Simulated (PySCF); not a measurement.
## Polarisability and C₆ of Pd⁺ (palladium, charge +1)

[Kr] 4d9, 2D determinant. Computed with PySCF 2.14 in x2c-QZVPPall with one added diffuse shell each of s, p, d, f, g type (14s9p8d5f3g, 143 functions), with scalar relativity by spin-free X2C-1e. Coupled (time-dependent) response in atomic units; α is the mean over directions.

```
method  mean α (bohr³)         α xx, yy, zz  C₆ (like pair)  S(−4)
 B97-3           11.51  11.27, 11.27, 11.99           70.08  46.88
```

S(−4) is the Cauchy moment in α(ω) = α(0) + S(−4) ω² + …

Spin-orbit coupling is absent.

α(iu) at B97-3:

```json
{"u (hartree)": "0", "α(iu) (bohr³)": "11.51"}
{"u (hartree)": "0.0500", "α(iu) (bohr³)": "11.39"}
{"u (hartree)": "0.100", "α(iu) (bohr³)": "11.07"}
{"u (hartree)": "0.200", "α(iu) (bohr³)": "10.04"}
{"u (hartree)": "0.300", "α(iu) (bohr³)": "8.887"}
{"u (hartree)": "0.500", "α(iu) (bohr³)": "6.947"}
{"u (hartree)": "0.750", "α(iu) (bohr³)": "5.296"}
{"u (hartree)": "1.00", "α(iu) (bohr³)": "4.185"}
{"u (hartree)": "1.50", "α(iu) (bohr³)": "2.807"}
{"u (hartree)": "2.00", "α(iu) (bohr³)": "2.006"}
{"u (hartree)": "3.00", "α(iu) (bohr³)": "1.159"}
{"u (hartree)": "5.00", "α(iu) (bohr³)": "0.5248"}
```

A single London oscillator, α(iu) = α/(1 + u²/ω²), gives C₆ = (3/4) ω α². Matching the computed C₆ needs ω = 4 × 70.08 / (3 × 11.51²) = 0.705 hartree.

For an ion, C₆ is the dispersion term alone; charge-induced terms of lower order in 1/R come first.

The components differ because the open shell of this determinant is not spherical; for a pure term their mean is the scalar polarisability.
